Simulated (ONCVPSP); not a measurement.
**What one change does to a pseudopotential (W, ONCV)**

| Quantity | Value |
| --- | --- |
| Element | W |
| Generator | ONCVPSP 4.0.1 |
| Type | optimised norm-conserving Vanderbilt (ONCV) |
| Functional | LDA (Perdew-Zunger) |
| Relativity | scalar-relativistic |
| Frozen core | [Kr] 4d10 4f14 |
| Valence charge | 14 |
| Reference configuration | 5s2 5p6 5d4 6s2 |
| Partial waves | 5s+6s: rc 1.40 bohr, ncon 5, nbas 8, qcut 6.9 1/bohr, 2 projectors; 5p: rc 2.05 bohr, ncon 4, nbas 7, qcut 7.1 1/bohr, 2 projectors, debl 3.4 Ha; 5d: rc 1.80 bohr, ncon 4, nbas 8, qcut 5 1/bohr, 3 projectors, debl 3.1 Ha |
| Local potential | polynomial inside 1.30 bohr (lpopt 5, dvloc0 6 Ha) |
| Core correction | Teter function, fcfact 4, rcfact 1.25 |

Change: core correction Teter function, fcfact 3.5, rcfact 1.7.

Cutoffs: the cutoffs (Ha) at which the residual kinetic energy of the hardest occupied pseudo-wave falls to 1 and 0.1 mHa per electron; they do not see the model core or the augmentation charge, which bear on the density cutoff. Errors are all-electron minus pseudo energies relative to the spin-unpolarised reference configuration.

Task: What does the change do?

Result: The potential gets neither clearly harder nor softer (58 Ha and 82 Ha → 58 Ha and 82 Ha); of the 4 tests that both files solve, the error grows in 4 and shrinks in 0 by more than 15 % and 0.3 meV (median size 5.8 → 10.5 meV); neither file shows a bound ghost. A model core, the more so a compact one, raises the density cutoff, which this test does not measure.

| quantity | base | changed |
| --- | --- | --- |
| cutoff, loose | 58 Ha | 58 Ha |
| cutoff, tight | 82 Ha | 82 Ha |
| bound ghosts | none | none |
| GHOST(+) flags under 300 eV | none | none |
| error for 5s2 5p6 5d4 6s1, meV [ΔE 9.13 eV] | -2.4 | -3.5 |
| error for 5s2 5p6 5d4 6s0, meV [ΔE 25.16 eV] | -4.3 | -10 |
| error for 5s2 5p6 5d3 6s0, meV [ΔE 50.86 eV] | -14 | -34 |
| error for 5s2 5p6 5d4 6s0 6p1, meV [ΔE 14.69 eV] | -7.2 | -11 |
| s: phases at 1.42 bohr within 0.05 rad from the reference energy up to (Ha; the scan ends near 5) | to the end of the scan | to the end of the scan |
| p: phases at 2.09 bohr within 0.05 rad from the reference energy up to (Ha; the scan ends near 5) | to the end of the scan | to the end of the scan |
| d: phases at 1.83 bohr within 0.05 rad from the reference energy up to (Ha; the scan ends near 5) | to the end of the scan | to the end of the scan |
| rms error of d²Exc/dni dnj with the model core, mHa | 3.04 | 1.08 |
